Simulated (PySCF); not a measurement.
F3Se, charge +1. Atoms are numbered in the order given.

```xyz
4

Se     0.0000     0.0000     0.3686
F      1.2672    -0.7316    -0.4641
F     -1.2672    -0.7316    -0.4641
F      0.0000     1.4633    -0.4641
```
Charge +1, spin multiplicity 1.

Geometry optimised at TPSSh-D3(BJ)/def2-SVP. The spin state was assumed, not searched. The isomer is the one that the SMILES or the coordinates give; other isomers of the formula were not compared.

Calculation: KT2/pcSseg-2 in PySCF.

GIAO shieldings, no solvent; atoms alike by connectivity are averaged. δ = σ(ref) − σ: ⁷⁷Se against Me2Se (σ = 1704.9 ppm); ¹⁹F against CFCl3 (σ = 125.1 ppm), references at their B3LYP-D3(BJ)/def2-TZVP geometries, non-relativistic.

| nucleus | atoms | count | δ (ppm) |
|---|---|---|---|
| ⁷⁷Se | Se1 | 1 | 1316.9 |
| ¹⁹F | F2, F3, F4 | 3 | 72.2 |
